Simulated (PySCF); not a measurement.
C2H12OSi3, SMILES C(C)[SiH2][SiH2]O[SiH3], singlet (GFN2-xTB optimised geometry):

```
18

C      3.033    -0.534    -1.169
C      2.446    -1.316     0.000
Si     0.537    -1.316     0.000
Si    -0.239     0.855     0.000
O     -1.825     0.745     0.334
Si    -3.360     0.975     0.778
H      2.703    -0.957    -2.115
H      2.717     0.508    -1.133
H      4.122    -0.558    -1.150
H      2.814    -2.341    -0.039
H      2.820    -0.892     0.934
H      0.116    -2.100    -1.178
H      0.120    -2.131     1.157
H     -0.174     1.580    -1.278
H      0.328     1.756     1.016
H     -3.416     0.756     2.222
H     -4.122    -0.021     0.029
H     -3.743     2.341     0.428
```

Computed with B3LYP/def2-SVP in PySCF.

Problem. What are the frontier orbital energies and the dipole moment?

Solution. HOMO-2 -8.35 eV, HOMO-1 -8.08 eV, HOMO -7.44 eV, LUMO -0.47 eV, LUMO+1 0.39 eV; dipole moment 0.64 D.

On the same geometry PySCF with PBE/def2-SVP gives HOMO-2 -7.26 eV, HOMO-1 -6.86 eV, HOMO -6.39 eV, LUMO -1.18 eV, LUMO+1 -0.32 eV; dipole moment 0.71 D.

Meta-Löwdin charges at B3LYP/def2-SVP: C1 -0.27, C2 -0.38, Si3 0.38, Si4 0.66, O5 -0.82, Si6 0.79, H7 0.09, H8 0.08, H9 0.10, H10 0.10, H11 0.09, H12 -0.10, H13 -0.09, H14 -0.12, H15 -0.12, H16 -0.13, H17 -0.13, H18 -0.13.
